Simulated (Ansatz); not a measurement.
Species: GeF2, charge 1, doublet. GeF2+ (parent SMILES [F][Ge][F], doublet).
B3LYP-D3(BJ)/def2-TZVP minimum from Ansatz (a first-principles code):
```xyz
3

Ge     0.0047    -0.0052     0.3173
F      0.6954     1.2706    -0.5538
F     -0.7122    -1.2520    -0.5744
```
Charge +1, spin multiplicity 2.

Total energies in aug-cc-pVDZ, 17 correlated electrons, 16 frozen orbitals. UHF or UKS for unpaired electrons; spin-orbit terms are left out. Cores are frozen in correlated methods (noble-gas shells, and filled d and f shells in the p block). No relativity. The spin of F2Ge+ (parent SMILES [F][Ge][F], doublet) was assumed, and the state is the lowest solution found for it.

```
method    program  energy (Eh)  minus CCSDT(Q) (mEh)
--------  -------  -----------  --------------------
HF         Ansatz  -2273.93176                495.22
MP2        Ansatz  -2274.40863                 18.35
CCSD       Ansatz  -2274.41061                 16.37
CCSD(T)    Ansatz  -2274.42470                  2.28
CCSDT(Q)   Ansatz  -2274.42698                  0.00
```

Rough core times of Ansatz's runs on a shared machine: CCSD(T) under 20 s, CCSDT(Q) 7 min.
